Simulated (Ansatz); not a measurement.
Coupled-cluster run, `[F][Ti]1234([F])([Cl])[C@H]5[C@@H]1[C@@H]2[C@@H]3[C@H]54`.

```yaml
crystal:
  periodic: [false, false, false]
  atoms:
    - {symbol: F, position_ang: [-2.154755, -1.247090, 0.600789]}
    - {symbol: Ti, position_ang: [-1.194297, 0.212455, 0.342312]}
    - {symbol: F, position_ang: [-1.376789, 1.129511, 1.840671]}
    - {symbol: Cl, position_ang: [-2.334295, 1.375621, -1.171213]}
    - {symbol: C, position_ang: [0.415234, -0.279656, -1.317290]}
    - {symbol: C, position_ang: [0.810715, 0.926467, -0.685812]}
    - {symbol: C, position_ang: [1.102656, 0.638004, 0.657072]}
    - {symbol: C, position_ang: [0.869893, -0.739424, 0.867533]}
    - {symbol: C, position_ang: [0.464891, -1.306876, -0.361198]}
    - {symbol: H, position_ang: [0.083788, -0.375288, -2.340049]}
    - {symbol: H, position_ang: [0.830312, 1.901746, -1.147877]}
    - {symbol: H, position_ang: [1.372251, 1.355390, 1.417022]}
    - {symbol: H, position_ang: [0.947264, -1.258986, 1.811520]}
    - {symbol: H, position_ang: [0.163152, -2.331873, -0.513471]}
basis:
  gaussian: {orbitals: def2-TZVPP}
correlation: {method: ccsd_t}
output: {orbitals: {seedname: orbitals}}
```

```sh
$ ansatz run in.yaml --threads 2 --pin off --events-out ev --progress --plain --max-ram 22528MiB --backend cuda --devices 0, --max-vram 18GiB
```

The program prints (abridged):

```
Functional definition: HF
2460 factors; integrals over basis functions are off by at most 1.0e-3 eV
mean field evaluation 1: about -46232.9852 eV, gradient 6.9e1 eV
mean field evaluation 2: about -46233.4682 eV, gradient 6.9e1 eV
mean field evaluation 4: about -46243.1493 eV, gradient 1.1e1 eV
mean field evaluation 8: about -46243.4746 eV, gradient 8.9e-1 eV
mean field evaluation 16: about -46243.4779 eV, gradient 6.5e-6 eV
mean field -46243.47786432 eV, -1699.4164665586 hartree, gradient 6.5e-6 eV, S^2 0.000000; 0 other end points of the search recorded, 0 dependent functions left out
17 core orbitals not correlated: weight in the atoms' cores, before any rotation towards them, 1.000 or more for the frozen orbitals, at most 0.000 for the correlated occupied ones
reference -46243.47786432 eV, -1699.4164665586 hartree; 29, 29 occupied and 347, 347 virtual orbitals, 2460 factors
second order -53.05170769 eV of doubles, -0.00000000 eV of singles
cycle   1  -50.96297345 eV  change     2.1e0 eV  update   2.9e-1
cycle   2  -52.68750101 eV  change    -1.7e0 eV  update   2.2e-1
cycle   3  -53.19628397 eV  change   -5.1e-1 eV  update   6.1e-2
cycle   4  -53.25083139 eV  change   -5.5e-2 eV  update   2.5e-2
cycle   5  -53.21733330 eV  change    3.3e-2 eV  update   8.5e-3
cycle   6  -53.20862858 eV  change    8.7e-3 eV  update   4.2e-3
cycle   7  -53.21119646 eV  change   -2.6e-3 eV  update   1.5e-3
cycle   8  -53.21083630 eV  change    3.6e-4 eV  update   8.0e-4
cycle   9  -53.21054826 eV  change    2.9e-4 eV  update   3.5e-4
cycle  10  -53.21108241 eV  change   -5.3e-4 eV  update   1.7e-4
cycle  11  -53.21097614 eV  change    1.1e-4 eV  update   9.8e-5
cycle  12  -53.21081168 eV  change    1.6e-4 eV  update   6.0e-5
cycle  13  -53.21090382 eV  change   -9.2e-5 eV  update   3.1e-5
cycle  14  -53.21082004 eV  change    8.4e-5 eV  update   2.0e-5
cycle  15  -53.21083110 eV  change   -1.1e-5 eV  update   5.9e-6
perturbative correction -2.86855985 eV, -0.1054176301 hartree
Total energy: -46299.55725526 eV, -1701.4773461639 hartree
```

It took 37 s on 2 threads of an AMD EPYC 7R13 on a shared host and a share of an NVIDIA H100 80 GB, with 1.9 GiB of host memory at the peak.

MP2 recovers 94.6 % of the CCSD(T) correlation energy and the triples give 5.1 %; T1 = 0.0201.
